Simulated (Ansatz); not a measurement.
The same path of F2H2Si + H2S (8 atoms, charge 0, multiplicity 1) was run twice with different band settings. Lost on the way: Si1–H2, H6–S7. Made: Si1–S7, H2–H6.

The calculation used Ansatz, RKS BLYP/cc-pVDZ.

Relaxed end points:

```xyz
8
Properties=species:S:1:pos:R:3
Si -0.923 0.588 -0.796
H -1.033 -0.878 -1.055
F -1.607 1.383 -2.076
F 0.686 1.005 -0.787
H -1.555 1.097 0.455
H 1.574 -2.071 1.201
S 1.185 -1.014 1.981
H 1.674 -0.110 1.077
```

```xyz
8
Properties=species:S:1:pos:R:3
Si -0.293 1.124 0.153
H -0.437 -2.722 -1.126
F -0.276 -0.332 -0.638
F 0.383 2.189 -0.915
H -1.700 1.519 0.441
H -0.494 -3.475 -1.270
S 0.826 1.030 1.991
H 1.991 0.668 1.365
```

Common settings: spring 5.0 eV/Å²; optimiser quadratic models (default); start path through a guess of the saddle point; force threshold 0.05 eV/Å; iteration limit 60; end points relaxed.

| run | movable images | climbing image |
| --- | --- | --- |
| 1 | 7 | yes |
| 2 | 4 | no |

**Question.** What does each run give, and how far can it be trusted?

**Answer.** Run 1: converged after 31 iterations, highest image 1.907 eV above the first end. Neighbouring images differ by up to 1.7 eV, so the band resolves the path poorly. A vibrational analysis at the climbing image gives one clearly imaginary mode, 1101i cm⁻¹: a first-order saddle point.
Run 2: converged after 18 iterations, highest image 0.084 eV above the first end. No image climbed, so the highest image needn't sit at the top of the path. A band with more images between the same ends climbed to 1.91 eV, so this one has probably stepped over the top.
The orbitals stay closed-shell, which can raise the energy where a bond breaks towards radicals; this wasn't checked here.
